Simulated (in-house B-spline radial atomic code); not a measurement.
RPA and G0W0 on TPSS: the silicon ion Si³⁺

Configuration [Ne] 3s1, highest spin, mean-field start TPSS. Computed with an all-electron radial atomic-structure program (B-spline basis): all electrons, scalar-relativistic (spin-free one-electron X2C), finite nucleus, each spin shell either full or empty, empty states to l = 9 with an (l + 1/2)⁻⁴ tail; G0W0 by contour deformation at full frequency.

RPA overbinds a lone outer s electron by self-correlation, and G0W0 tends to as well.

Command:
```bash
python run_gw.py task.json out
```
Settings (radii: box in bohr, nucleus in fm):
```
Z                        14
electrons                11
configuration            [Ne] 3s1
hamiltonian              x2c
method                   tpss,tpss
lmax                     9
rms_radius               3.1224
spin_polarised           True
box_radius               14.14
intervals                70
ion_configuration        [He] 2s2 2p6
```

Run time, properties included: 3.5 s on 1 thread of Arm Neoverse N1, with other jobs on the host.

Energies (hartree):

| term | value |
| --- | --- |
| mean-field total | -287.87889 |
| Hartree-Fock functional on these orbitals | -287.41931 |
| direct second order | -0.73181 |
| second-order exchange | 0.27582 |
| SOSEX correction | 0.25149 |

Q: What is the RPA correlation energy, and what remains with SOSEX?

A: RPA gives -0.65317 hartree (-1.62 eV per electron); RPA + SOSEX gives -0.40168, and the second-order doubles -0.456 hartree (no singles). SOSEX takes back 39 % of the RPA value.

Quasi-particle levels (eV):

| level | occupied | mean field | Σx - vxc | Σc | QP weight | G0W0 |
| --- | --- | --- | --- | --- | --- | --- |
| 3s up | yes | -40.36 | -4.45 | ? | ? | ? |
| 3s down | no | -37.42 | 6.04 | -2.21 | 0.924 | -33.58 |

G0W0 = mean field + (Σx - vxc) + Σc, with Σc (partial-wave tail included) taken at the quasi-particle energy. Only the outer levels were computed. Levels of low weight are left out.

Q: Where does G0W0 put 3s up?

A: At -46.06 eV, with Σc = -1.25 eV and a quasi-particle weight of 0.959. The tabulated removal energy is 45.142 eV (NIST, measured); the calculation leaves out spin-orbit coupling, Breit and QED terms, and what these don't explain is the method's own error.

Q: What does it cost to remove one electron (to [He] 2s2 2p6) by differences of total energies, each species on its own start (correlation terms add to the Hartree-Fock functional)?

A: TPSS 45.30 eV, Hartree-Fock functional 44.71 eV, + RPA 45.87 eV, + RPA + SOSEX 45.09 eV, + second order 45.21 eV. Tabulated: 45.142 eV (NIST, measured); the calculation leaves out spin-orbit coupling, Breit and QED terms, and what these don't explain is the method's own error.
